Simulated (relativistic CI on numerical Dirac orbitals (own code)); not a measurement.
Sensitivity of the levels of W I to α and to the nuclear radius

Computed by Dirac-Coulomb-Breit CI, KLI orbitals optimised for each configuration, valence Slater integrals scaled by 0.85, P86 correlation energy added to each configuration, derivatives by finite differences, QED left out (own radial code, finite nucleus).

Configuration list (outside the closed core [Xe] 4f14): 5d⁴6s², 5d⁵6s, 5d⁴6s6p, 5d⁶, 5d³6s²6p, 5d²6s²6p², 5d⁴6s7s, 5d⁵7s. Levels of other configurations are missing.

With x = (α/α₀)² − 1 an excitation energy changes as ω = ω₀ + qx; K = 2q/ω₀ is the relative enhancement. Terms are leading LS components, so labels can repeat. The field-shift factor is F = δν/δ⟨r²⟩ for the transition from the lowest level.

Lowest level 5d⁵6s ⁷S3.

| Level | ω₀ (cm⁻¹) | q (cm⁻¹) | F (GHz/fm²) |
| --- | --- | --- | --- |
| 5d⁴6s² ⁵D0 | 2507.4 | -20980 | 23 |
| 5d⁴6s² ⁵D1 | 3677.4 | -18860 | 23.1 |
| 5d⁴6s² ⁵D2 | 4992.8 | -17130 | 23 |
| 5d⁴6s² ⁵D3 | 6313.7 | -15860 | 22.8 |
| 5d⁴6s² ⁵D4 | 7690.8 | -14940 | 22.8 |
| 5d⁴6s² ³P0 | 11579.0 | -19490 | 23.3 |
| 5d⁴6s6p ⁷F°0 | 14108.5 | -16740 | 5.61 |
| 5d⁴6s6p ⁷F°1 | 14671.8 | -16040 | 5.7 |
| 5d⁴6s² ³H4 | 14714.1 | -19230 | 23.3 |
| 5d⁴6s² ³G3 | 15174.7 | -15030 | 17.8 |
| 5d⁴6s² ³D2 | 15348.4 | -13480 | 16.1 |
| 5d⁴6s² ³P1 | 15395.6 | -16420 | 22.2 |
| 5d⁴6s6p ⁷F°2 | 15709.7 | -14830 | 5.85 |

Correlation outside the listed configurations is missing or only estimated: errors of thousands of cm⁻¹ between configurations and terms are usual at this charge. Rates and lifetimes follow the computed energies and can be off by large factors. The fine structure of a lone outer electron comes out too small, for d and f at times inverted, and misplaced configurations move strength between like terms. The computed lowest level isn't the tabulated ground level, which NIST ASD gives as 5d4 6s2 5D0.

Which transition from the lowest level has the largest |K|?

5d⁴6s² ⁵D0 at 2507.4 cm⁻¹, K = -16.7.
